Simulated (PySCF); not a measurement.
Simulation results for CH6BNSi, BFH2Si

Calculation on a computer-drawn molecule: the log of a Hartree-Fock and frozen-core CCSD(T) single point meant for a local Hartree-Fock minimum, with one planted fault or none, to be diagnosed. Offsets are logged minus clean, where the clean run is the same molecule without the fault. The reference is restricted for singlets and unrestricted otherwise, and also for a bond in bohr or an excited solution. Adding or removing an electron swaps singlet and doublet. The excited solution moves the top pair (singlet) or top alpha electron (doublet) to the lowest empty orbital. Highest occupied and lowest empty are orbital energies over both spins, largest force is the largest gradient component, triples share is (T) over the correlation energy, the T1 limit is 0.02 restricted and 0.045 unrestricted, electrons count all cores, a negative frequency is imaginary (commonest isotopes), and the dipole is about the centre of nuclear charge. Program: PySCF 2.14.0.

Common to all runs: meant charge 0; meant multiplicity 1; meant basis cc-pV(D+d)Z; logged SCF converged yes; logged spin squared 0; logged CC converged yes; logged SCF stable within its kind yes; possible faults no fault, one electron removed, one electron added, multiplicity raised by two, geometry at a saddle point, SCF held on an excited solution, minimal basis STO-3G, one bond length entered in bohr, all coordinates scaled.

```json
{"entry": 1, "formula": "CH6BNSi", "logged_structure": {"atoms_angstrom": [["B", 1.7966, 1.1864, 0.9018], ["Si", 1.4007, -0.6845, 1.5595], ["C", -0.5182, -0.5617, 1.7959], ["N", -1.31, 0.6466, 1.5505], ["H", 1.8087, 1.4592, -0.2719], ["H", 2.0945, 2.0776, 1.6561], ["H", -0.7137, -0.8993, 2.8225], ["H", -0.9361, -1.3766, 1.1887], ["H", -0.9817, 1.4049, 2.1241], ["H", -1.2017, 0.9507, 0.5977]]}, "given": {"logged_electrons": 38, "logged_basis_functions": 30, "logged_highest_occupied [eV]": -5.6199, "logged_lowest_empty [eV]": 6.0062, "logged_largest_force [hartree/bohr]": 0.02897, "logged_T1_diagnostic": 0.0146, "logged_D1_diagnostic": 0.061938, "logged_triples_share": 0.010104, "logged_dipole_magnitude [debye]": 1.4816, "logged_energy_HF [hartree]": -404.50249, "logged_energy_CCSD(T) [hartree]": -404.71953, "drawn_bonds_atom": [1, 2, 3, 1, 1, 3, 3, 4, 4], "drawn_bonds_other_atom": [2, 3, 4, 5, 6, 7, 8, 9, 10], "drawn_bonds_order": [1, 1, 1, 1, 1, 1, 1, 1, 1]}, "results": {"planted_fault": "minimal basis STO-3G", "HF_energy_offset_from_clean_run [kcal/mol]": 3028, "CCSD(T)_energy_offset_from_clean_run [kcal/mol]": 3239}}
{"entry": 2, "formula": "CH6BNSi", "logged_structure": {"atoms_angstrom": [["B", 1.7966, 1.1864, 0.9018], ["Si", 1.4007, -0.6845, 1.5595], ["C", -0.5182, -0.5617, 1.7959], ["N", -1.31, 0.6466, 1.5505], ["H", 1.8087, 1.4592, -0.2719], ["H", 2.0945, 2.0776, 1.6561], ["H", -0.7137, -0.8993, 2.8225], ["H", -0.9361, -1.3766, 1.1887], ["H", -0.9817, 1.4049, 2.1241], ["H", -1.2017, 0.9507, 0.5977]]}, "given": {"logged_electrons": 38, "logged_basis_functions": 95, "logged_highest_occupied [eV]": -8.0759, "logged_lowest_empty [eV]": 0.97365, "logged_largest_force [hartree/bohr]": 2.8263e-05, "logged_lowest_frequency [cm^-1]": 44.422, "logged_T1_diagnostic": 0.015777, "logged_D1_diagnostic": 0.055455, "logged_triples_share": 0.029438, "logged_dipole_magnitude [debye]": 0.91375, "logged_energy_HF [hartree]": -409.32839, "logged_energy_CCSD(T) [hartree]": -409.88151, "drawn_bonds_atom": [1, 2, 3, 1, 1, 3, 3, 4, 4], "drawn_bonds_other_atom": [2, 3, 4, 5, 6, 7, 8, 9, 10], "drawn_bonds_order": [1, 1, 1, 1, 1, 1, 1, 1, 1]}, "results": {"planted_fault": "no fault", "HF_energy_offset_from_clean_run [kcal/mol]": 0.0, "CCSD(T)_energy_offset_from_clean_run [kcal/mol]": 0.0}}
{"entry": 3, "formula": "BFH2Si", "logged_structure": {"atoms_angstrom": [["B", 0.8321, 0.5845, 0.4826], ["Si", 1.6703, 2.509, 0.527], ["F", 2.0833, 2.5455, -1.0881], ["H", -0.3547, 0.4066, 0.2551], ["H", 1.5006, -0.4122, 0.7096]]}, "given": {"logged_electrons": 30, "logged_basis_functions": 61, "logged_highest_occupied [eV]": -8.7739, "logged_lowest_empty [eV]": 0.83423, "logged_largest_force [hartree/bohr]": 0.013403, "logged_T1_diagnostic": 0.016498, "logged_D1_diagnostic": 0.044901, "logged_triples_share": 0.021806, "logged_dipole_magnitude [debye]": 1.7043, "logged_energy_HF [hartree]": -414.18898, "logged_energy_CCSD(T) [hartree]": -414.57757, "drawn_bonds_atom": [1, 2, 1, 1], "drawn_bonds_other_atom": [2, 3, 4, 5], "drawn_bonds_order": [1, 1, 1, 1]}, "results": {}}
```

**Q.** Which fault was planted in the run of BFH2Si (entry 3)?
**A.** all coordinates scaled, by +1.5 %

Further results for BFH2Si (entry 3):

```
HF energy offset from clean run      : 0.5251 kcal/mol
CCSD(T) energy offset from clean run : -0.1177 kcal/mol
```
